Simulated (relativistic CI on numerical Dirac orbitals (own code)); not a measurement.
Calculated at this level of theory: Dirac-Coulomb-Breit CI, orbitals from a KLI potential per configuration, a model potential for QED, unscaled Slater integrals (own radial code, finite nucleus).

The strongest absorption lines from the ground level of an ion, among the configurations computed and to levels below about 261 eV (vacuum wavelength in nm, gf): 4.8998 (0.78), 5.5821 (1.3), 5.6636 (0.69), 5.6759 (0.67), 5.6830 (1.9), 5.7090 (2.1), 5.9408 (1.3), 24.378 (0.56).

(1) Which ion is it?
A. P7+
B. P9+
C. Na3+
D. Cl9+

Results:

(1) A. P7+ has 8 electrons and the ground level 2s²2p⁴ ³P2; the strongest line goes to 2s²2p³3d ³D°3. The pattern of lines fixes the number of electrons, and along that sequence the line energies rise steadily with the charge (about as its square where n changes within one kind of shell, about linearly where n is kept but much faster in heavy ions where fine structure, which grows about as Z⁴, sets the gap, and irregularly where shells cross), which fixes Z. Configurations outside the model, such as inner-shell arrays, can give stronger lines. At this charge configurations can still be misplaced by up to about 7 % of their energy.
